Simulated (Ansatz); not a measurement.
F3Lu, triplet, at a GFN2-xTB geometry of the parent state (such geometries of metal compounds can be far from the true shape) (the multiplicity is a formal guess) (core potentials on Lu); Ansatz (a quantum-chemistry and plane-wave program) with B3LYP/def2-SVP.

Ansatz was given this input:
Ansatz 0.2 input:
```yaml
crystal:
  periodic: [false, false, false]
  atoms:
    - {symbol: Lu, position_ang: [0.00000000, -0.00000000, -0.00000000]}
    - {symbol: F, position_ang: [-1.64100110, -1.00106838, 0.04768510]}
    - {symbol: F, position_ang: [0.01279139, 1.79257428, -0.69556466]}
    - {symbol: F, position_ang: [1.62820971, -0.79150590, 0.64787956]}
basis:
  gaussian:
    orbitals: def2-SVP
hamiltonian:
  xc: b3lyp
magnetization: {spin_polarized: false, initial_magnetization: 2}
```

The log (banner, timings and long lists left out):

```
Functional definition: B3LYP
966 factors; integrals over basis functions are off by at most 1.6e-3 eV
mean field evaluation 1: about -41762.4525 eV, gradient 1.7e2 eV
mean field evaluation 2: about -41762.4824 eV, gradient 1.7e2 eV
mean field evaluation 4: about -41776.0590 eV, gradient 1.4e2 eV
mean field evaluation 8: about -41783.9484 eV, gradient 1.9e1 eV
mean field evaluation 16: about -41784.8577 eV, gradient 5.4e-1 eV
mean field evaluation 32: about -41784.9039 eV, gradient 2.3e-6 eV
mean field evaluation 64: about -41719.2708 eV, gradient 2.6e2 eV
mean field evaluation 96: about -41664.5834 eV, gradient 2.7e2 eV
mean field evaluation 128: about -41684.6605 eV, gradient 2.4e2 eV
mean field evaluation 160: about -41718.9232 eV, gradient 1.0e2 eV
mean field evaluation 192: about -41784.8813 eV, gradient 3.9e-2 eV
mean field evaluation 224: about -41784.8825 eV, gradient 3.7e-4 eV
mean field evaluation 256: about -41784.8791 eV, gradient 2.9e-5 eV
mean field evaluation 288: about -41784.8834 eV, gradient 2.8e-1 eV
mean field -41784.90390632 eV, -1535.5668957323 hartree, gradient 2.2e-6 eV, S^2 2.000000; 12 other end points of the search recorded, 0 dependent functions left out
reference -41784.90416524 eV, -1535.5669052474 hartree; 36, 34 occupied and 87, 89 virtual orbitals, 966 factors
Total energy: -41784.90416524 eV, -1535.5669052474 hartree
```
